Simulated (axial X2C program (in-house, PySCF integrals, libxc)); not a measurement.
## Spin–orbit effects down a group: molecules with Ge, HF

All values come from calculations with an in-house relativistic program for diatomic molecules, spin-free (one-electron X2C) or two-component (2c: spin–orbit coupling with atomic mean-field Coulomb and Gaunt terms, which also bring small scalar terms), in Dyall basis sets with cores contracted in-house; open shells are unrestricted.

Basis sets: Cs dyall-cv3z, Ge dyall-cv3z, H dyall-v3z, K dyall-cv3z, Li dyall-cv3z, Na dyall-cv3z, Rb dyall-cv3z.

```csv
molecule,spin-free state,Re (Å),ωe (cm⁻¹),De (eV),2c state,Re 2c (Å),ωe 2c (cm⁻¹),De 2c (eV)
GeH,"M_S = 1/2, Λ = 1",1.584,1980.7,1.90,Ω = 1/2,1.584,1977.4,n/a
LiGe,"M_S = 3/2, Λ = 0",2.429,400.1,1.19,Ω = 3/2,2.430,399.4,n/a
NaGe,"M_S = 3/2, Λ = 0",2.776,208.3,0.87,Ω = 3/2,2.778,208.0,n/a
KGe,"M_S = 3/2, Λ = 0",3.170,153.9,1.06,Ω = 3/2,3.171,153.7,n/a
RbGe,"M_S = 3/2, Λ = 0",3.314,119.0,1.09,Ω = 3/2,3.314,118.9,n/a
CsGe,"M_S = 3/2, Λ = 0",3.473,104.4,1.22,Ω = 3/2,3.473,104.4,n/a
```

Each entry is the lowest single determinant of a limited PBE0 search at one distance. De goes to single-determinant-based atoms at the same level (for ions the charge split of lowest energy) and is withheld (n/a) where an atom does not fit its ground term or J level. Main or longest-lived isotopes. One determinant is a doubtful description, or other states lie close, for LiGe, NaGe, KGe, RbGe, CsGe; these need not be ground states, and all values refer to the states named. With several unpaired electrons the Ω given is that of one determinant, not necessarily of the lowest component.
